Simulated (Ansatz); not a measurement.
Cost and result up the ladder for the cluster Ag₂Te₄ (6 atoms). Total charge 0; singlet. Geometry: PBE0-D4/def2-SVP.

```xyz
6

Ag    0.666    1.321    1.853
Ag   -1.759    1.022   -1.216
Te    2.596   -0.246    0.794
Te   -1.679   -0.037    1.331
Te    0.305   -1.482   -0.100
Te   -0.129   -0.579   -2.662
```

Ansatz on 4 threads of Arm Neoverse V2 on a shared host. Times are rough, and most runs start from the orbitals of an earlier one. ωB97M-V/def2-TZVP serves as the yardstick here, not as an exact answer. Differences are given only for rows in sets of like size (and for xTB, whose basis is part of the method), since another set adds its own error. Binding counts from free atoms at the same level (Ag doublet, Te triplet; other spins of the atoms weren't run), without zero-point energy or a counterpoise term.

In the def2 sets Ag, Te take a core potential; there is no spin–orbit coupling. Correlated methods freeze 16 core orbitals; core or outer-core shells of Ag, Te are correlated, in sets that lack core-valence functions. No other spin state of charge 0 was run. Another isomer (singlet) lies 0.66 eV lower at PBE0-D4/def2-TZVP; other spin states weren't run for this one.

Correlated methods converge slowly with the basis.

```csv
level,functions,wall time
PBE-D4/def2-SVP,166,3.4 s
PBE0-D4/def2-SVP,166,7.5 s
PBE-D4/def2-TZVP (with forces),280,8 s
PBE0-D4/def2-TZVP,280,15 s
r2SCAN-D4/def2-TZVP,280,15 s
MP2/def2-TZVP,280,18 s
r2SCAN0-D4/def2-TZVP,280,23 s
B2PLYP/def2-TZVP,280,27 s
RPA@PBE/def2-TZVP,280,31 s
ωB97M-V/def2-TZVP,280,41 s
```

Estimate what each level gives for the binding energy per atom (eV).


```
                         level  binding energy per atom (eV)  difference from ωB97M-V/def2-TZVP (eV)                         remarks
               PBE-D4/def2-SVP                          2.02                                       –                               –
              PBE0-D4/def2-SVP                          1.88                                       –                               –
PBE-D4/def2-TZVP (with forces)                          2.06                                    0.23                               –
             PBE0-D4/def2-TZVP                          1.93                                    0.09                               –
           r2SCAN-D4/def2-TZVP                          1.91                                    0.08                               –
                 MP2/def2-TZVP                          1.91                                    0.08  test for broken spin undecided
          r2SCAN0-D4/def2-TZVP                          1.81                                   -0.02                               –
              B2PLYP/def2-TZVP                          1.77                                   -0.07  test for broken spin undecided
             RPA@PBE/def2-TZVP                          1.61                                   -0.22                               –
             ωB97M-V/def2-TZVP                          1.83                                    0.00                               –
```
